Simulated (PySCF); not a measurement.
A PySCF script (with the pyscf-properties extension) for the NMR shieldings of [C$_{8}$H$_{6}$Cl$_{3}$]+, on a GFN2-xTB geometry:

```python
import basis_set_exchange as bse
import numpy as np
from pyscf import gto, dft
from pyscf.prop import nmr

atoms = """
Cl    2.716773    1.485015    1.007762
C     2.376368    0.298995   -0.125051
Cl    2.761125    0.599056   -1.715657
Cl    2.010816   -2.333741   -0.779656
C     1.701877   -0.938935    0.274889
C     0.296227   -0.322427    0.111739
C    -0.358023    0.158545    1.248343
C    -1.671999    0.573383    1.151037
C    -2.321763    0.555207   -0.077564
C    -1.663291    0.093426   -1.209730
C    -0.348626   -0.324585   -1.125197
H     1.882349   -1.225493    1.311591
H     0.143602    0.176922    2.203273
H    -2.188702    0.913867    2.034556
H    -3.336492    0.914218   -0.154723
H    -2.170598    0.070310   -2.161114
H     0.163361   -0.681733   -2.004409
"""
names = dict.fromkeys(["Cl", "C", "H"], "pcSseg-1")
basis = {el: gto.basis.parse(bse.get_basis(n, elements=[el], fmt="nwchem")) for el, n in names.items()}
mol = gto.M(atom=atoms, basis=basis, charge=1, verbose=0)
mf = dft.RKS(mol, xc="PBE0")
mf.grids.level = 2
mf.grids.alignment = dft.numint.BLKSIZE   # the property module wants whole blocks of grid points
mf.conv_tol = 1e-9
mf.kernel()

calc = nmr.RKS(mf)   # GIAO
C = mf.mo_coeff
Co = C[:, mf.mo_occ > 0]
resp = mf.gen_response(singlet=True, hermi=2)
def vind(x):   # induced exchange potential for any number of trial vectors
    d = np.einsum("pi,xij,qj->xpq", C, 2 * x.reshape(-1, C.shape[1], Co.shape[1]), Co, optimize=True)
    return np.einsum("xpq,pi,qj->xij", resp(d - d.transpose(0, 2, 1)), C, Co, optimize=True).ravel()
mo1, _ = nmr.rhf.solve_mo1(calc, with_cphf=vind)
sigma = calc.kernel(mo1)
for i, s in enumerate(sigma):   # ppm
    w = np.linalg.eigvalsh((s + s.T) / 2)
    print("%2d %-2s iso %8.1f  s11 %8.1f  s22 %8.1f  s33 %8.1f" % (i, mol.atom_pure_symbol(i), w.mean(), *w))
```

Problem. Give the expected output.

Solution. 
```
 0 Cl iso    273.5  s11    -59.0  s22    368.5  s33    510.9
 1 C  iso    -51.5  s11   -138.4  s22    -88.0  s33     72.0
 2 Cl iso    301.3  s11    -26.9  s22    361.1  s33    569.6
 3 Cl iso    630.9  s11    404.2  s22    470.7  s33   1017.7
 4 C  iso    100.4  s11     81.0  s22    107.4  s33    112.9
 5 C  iso     63.7  s11    -22.4  s22     73.2  s33    140.4
 6 C  iso     39.2  s11    -69.5  s22     22.9  s33    164.1
 7 C  iso     42.2  s11    -67.2  s22     17.7  s33    176.0
 8 C  iso     36.2  s11    -70.4  s22      0.0  s33    178.9
 9 C  iso     43.8  s11    -64.6  s22     18.8  s33    177.1
10 C  iso     36.4  s11    -74.1  s22      4.8  s33    178.4
11 H  iso     25.2  s11     19.9  s22     25.1  s33     30.5
12 H  iso     23.8  s11     20.5  s22     21.4  s33     29.5
13 H  iso     23.4  s11     20.3  s22     23.2  s33     26.8
14 H  iso     23.2  s11     20.3  s22     23.6  s33     25.8
15 H  iso     23.4  s11     20.1  s22     23.1  s33     27.0
16 H  iso     23.4  s11     18.6  s22     20.5  s33     31.2
```

These numbers come from an equivalent density-fitted implementation of the same equations, which agrees with the script to about 0.01 ppm for H and up to a few tenths of a ppm for heavy atoms, so last digits may differ.

Size and cost of the density-fitted run: 238 basis functions, 63 s wall time on 1 thread of an Arm Neoverse V1, shared host.
